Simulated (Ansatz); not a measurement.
Frontier orbitals of C₂H₇GaSn (`C=[C]([GaH2])[SnH3]`).

Z-matrix (Å, degrees):
```
Sn
C 1 2.133
H 1 1.709 2 110.2
H 1 1.711 2 108.5 3 -120.2
H 1 1.709 2 110.3 3 119.6
Ga 2 1.958 1 123.8 3 -59.9
C 2 1.338 1 118.9 3 120.3
H 6 1.570 2 121.1 1 -0.6
H 6 1.573 2 116.9 1 179.5
H 7 1.092 2 121.9 1 -180.0
H 7 1.091 2 123.5 1 -0.0
```

Total charge 0; spin multiplicity 1. Correlated methods include outer-core shells of Ga, Sn, which these sets cover unevenly. Scalar relativity is left out up to krypton. Sn: def2 effective core potential. The structure was optimised at the PBE0-D4/def2-TZVP level. Basis def2-TZVPP, the Gaussian-basis code of Ansatz.

A caution on the coupled-cluster cation, which keeps the state that its UHF reference found: spin contamination of the cation.

Orbital energies of one run (eV). Highest occupied ones, from the top: -6.13, -6.91, -7.14, -7.62, -7.94, -8.53, -10.26, -11.21, -12.36, -13.78, -18.54, -19.57, -19.66, -19.70. Empty: -2.66, -0.91, -0.42, -0.09, 0.17, 0.64.

Problem. Which functional gave them?
A. BLYP
B. PBE0
C. HSE06 (plane-wave form)
D. r2SCAN0

Solution. A. HOMO energies: BLYP -6.13, HSE06 -6.94, r2SCAN0 -7.47, PBE0 -7.33 eV.
